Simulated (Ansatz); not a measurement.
Species: hydrogen selenide, H2Se (charge 0, singlet). SMILES: [SeH2]
Geometry from a B3LYP-D3(BJ)/def2-TZVP (Ansatz, a program for electronic structure) optimisation:
```
Se
H 1 1.4704
H 1 1.4704 2 91.29
```

Q: Give the harmonic wavenumbers at B3LYP-D3(BJ)/def2-TZVP (Ansatz, finite differences of forces, unscaled).

A: 1064, 2413, 2424 cm⁻¹. Zero-point energy 8.4 kcal/mol.

Q: From these and the geometry, give the ideal-gas thermochemistry at 298.15 K and 1 atm (rigid rotor, harmonic oscillator).

A: Point group C2v, rotational symmetry number 2. Rotational constants 243.3, 226.8, 117.4 GHz. S(trans) 39.09, S(rot) 13.19, S(vib) 0.07, S(elec, spin only) 0.00, S 52.4 cal/(mol K). H(298) - H(0) 2.39 kcal/mol; G - E(el) -4.8 kcal/mol.
